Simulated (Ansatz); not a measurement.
`C#C[Si](C)(F)F` → `C=C=C(F)[SiH2]F`  (isomerisation)

Gas-phase electronic energies from Ansatz, PBE0-D4/def2-TZVP geometries. CBS: MP2 limit from def2 TZ/QZ plus the TZ coupled-cluster correction, frozen cores. Functionals use def2-TZVPP. HSE06 is defined as in plane-wave codes. Each species was taken in one conformer, which may not be the lowest.

`C#C[Si](C)(F)F`:

```xyz
10

C    -0.102    0.131    2.621
C    -0.313    0.257    1.441
Si   -0.569    0.402   -0.349
C     0.675   -0.515   -1.339
F    -0.544    1.942   -0.727
F    -2.029   -0.121   -0.682
H     0.078    0.025    3.667
H     0.479   -0.397   -2.407
H     1.680   -0.143   -1.128
H     0.646   -1.580   -1.097
```

`C=C=C(F)[SiH2]F`:

```xyz
10

C     0.383    1.669    1.389
C    -0.228    0.888    0.550
C    -0.768    0.051   -0.293
F    -2.043    0.229   -0.721
Si    0.175   -1.394   -0.989
F    -0.462   -2.768   -0.478
H     0.958    2.525    1.047
H     0.329    1.497    2.460
H     0.090   -1.397   -2.467
H     1.566   -1.300   -0.497
```

```json
{"level": "revPBE-D4", "ΔE (kJ/mol)": "277.3", "difference from CCSD(T)/CBS": "-53.5"}
{"level": "HSE06-D4", "ΔE (kJ/mol)": "294.2", "difference from CCSD(T)/CBS": "-36.6"}
{"level": "ωB97M-V", "ΔE (kJ/mol)": "314.5", "difference from CCSD(T)/CBS": "-16.3"}
{"level": "PBE", "ΔE (kJ/mol)": "275.8", "difference from CCSD(T)/CBS": "-55.0"}
{"level": "PBE0", "ΔE (kJ/mol)": "294.2", "difference from CCSD(T)/CBS": "-36.6"}
{"level": "r2SCANh", "ΔE (kJ/mol)": "308.4", "difference from CCSD(T)/CBS": "-22.4"}
{"level": "BHLYP", "ΔE (kJ/mol)": "314.9", "difference from CCSD(T)/CBS": "-15.9"}
{"level": "LC-ωPBE", "ΔE (kJ/mol)": "310.2", "difference from CCSD(T)/CBS": "-20.6"}
{"level": "SCS-MP2/def2-TZVPP", "ΔE (kJ/mol)": "339.8", "difference from CCSD(T)/CBS": "9.0"}
{"level": "SCS-MP2/def2-QZVPP", "ΔE (kJ/mol)": "343.9", "difference from CCSD(T)/CBS": "13.1"}
{"level": "CCSD(T)/CBS", "ΔE (kJ/mol)": "330.8", "difference from CCSD(T)/CBS": "0"}
```

Largest T1 diagnostic among the species: 0.013.

Leaving LDA and LC-ωPBE aside and taking each functional with its dispersion term where it has one, the values, not all of them listed here, spread over 47.9 kJ/mol, from PBE-D4 to PBE-QIDH. LDA lies −3.2 kJ/mol from PBE without D4. At CCSD(T), def2-SVP lies −41.6 kJ/mol from the extrapolated value and def2-TZVPP −5.4 kJ/mol.

CCSD(T)/CBS has its own doubt, a few kJ/mol and more with outer-core shells, so smaller differences from it don't rank the levels.
